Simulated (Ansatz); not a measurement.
`F[SiH2]C[SiH2]Cl` + PH₃ → `P[SiH2]Cl` + `C[SiH2]F` at 298.15 K and 1 bar (ligand exchange at the Si–C bond).

Calculated with Ansatz (gas phase, PBE0-D4/def2-TZVP geometries, no zero-point term in ΔE). CCSD(T)/CBS adds triple-zeta CCSD(T) − MP2 to the extrapolated MP2 energy (def2 sets, frozen cores). This one scheme is used for every species. One conformer a species, not always the lowest.

| species | CCSD(T)/CBS energy (Eh) | H − E (kJ/mol) | S (J/(mol·K)) |
| --- | --- | --- | --- |
| `F[SiH2]C[SiH2]Cl` | -1179.52116 | 196.8 | 380.9 |
| PH₃ | -342.72256 | 73.1 | 210.2 |
| `P[SiH2]Cl` | -1092.24436 | 112.1 | 313.7 |
| `C[SiH2]F` | -430.00374 | 162.8 | 286.2 |

H − E and S are ideal-gas, rigid-rotor, harmonic terms from PBE0-D4/def2-TZVP, for one conformer and one mirror image of each species. 1 Eh = 2625.50 kJ/mol, R = 8.31446 J/(mol·K).

**Question.** By hand: ΔE, ΔH, ΔS and ΔG.

**Answer.** ΔE = (-1092.24436) + (-430.00374) − (-1179.52116) − (-342.72256) = -0.00438 Eh = -11.5 kJ/mol. Δ(H − E) = 112.1 + 162.8 − 196.8 − 73.1 = 5.0, so ΔH = -6.5 kJ/mol. ΔS = 313.7 + 286.2 − 380.9 − 210.2 = 8.8 J/(mol·K). ΔG = -6.5 − 298.15 × (8.8)/1000 = -9.1 kJ/mol.

**Question.** By hand: the equilibrium constant, and the temperature at which ΔG would vanish if ΔH and ΔS stayed fixed.

**Answer.** log₁₀ K = −ΔG/(RT ln 10) = 1.6. ΔH and −TΔS have one sign here, so there is no such temperature.

TΔS isn't small against ΔH here. A doubt of 5 kJ/mol in ΔE shifts log₁₀ K by 0.9 here. Other conformers and mirror images would add mixing entropy, several J/(mol·K) or more a flexible species. Modes under 60 cm⁻¹, often nearly free rotors, make the harmonic entropy too high. These are equilibria of isolated gas molecules and say nothing of rates. Largest T1 diagnostic: 0.013 (customary marks: 0.02 for closed shells, 0.045 for open ones).

ΔS is within the doubt of such terms, so its sign, and with it that verdict, could turn.
